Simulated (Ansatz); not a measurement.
Cl$_{2}$Sn, charge -1, doublet, at a GFN2-xTB geometry (such geometries of metal compounds can be far from the true shape) (a state made from the parent by changing its charge; the spin is typed, not shown lowest) (core potentials on Sn) (a gas-phase anion, which may not be bound at this level); CASSCF(3,4)/def2-SVP (Ansatz, a program for electronic structure).

Ansatz was given this input:
Ansatz 0.2 input:
```yaml
crystal:
  periodic: [false, false, false]
  atoms:
    - {symbol: Sn, position_ang: [0.04214470, -0.03863836, 0.63673556]}
    - {symbol: Cl, position_ang: [1.19748622, 1.59142128, -0.92661554]}
    - {symbol: Cl, position_ang: [-1.32144123, -1.47777903, -0.94613609]}
basis:
  gaussian:
    orbitals: def2-SVP
hamiltonian:
  xc: hf
total_charge: -1
correlation: {active_space: {window: {electrons: 3, orbitals: 4}}}
magnetization: {spin_polarized: false, initial_magnetization: 1}
```

What the program printed (banner, timings and long lists left out):

```
Functional definition: HF
658 factors; integrals over basis functions are off by at most 2.5e-4 eV
mean field evaluation 1: about -30808.4490 eV, gradient 9.9e0 eV
mean field evaluation 2: about -30808.4594 eV, gradient 9.9e0 eV
mean field evaluation 4: about -30808.8963 eV, gradient 7.7e-1 eV
mean field evaluation 8: about -30808.9018 eV, gradient 1.1e-3 eV
mean field -30808.90176554 eV, -1132.2062568599 hartree, gradient 6.8e-6 eV, S^2 0.750000; 0 other end points of the search recorded, 0 dependent functions left out
reference -30808.90176554 eV, -1132.2062568599 hartree; 29, 28 occupied and 33, 34 virtual orbitals, 658 factors
state -30809.38023470 eV, -1132.2238402772 hartree
Total energy: -30809.38023470 eV, -1132.2238402772 hartree
```
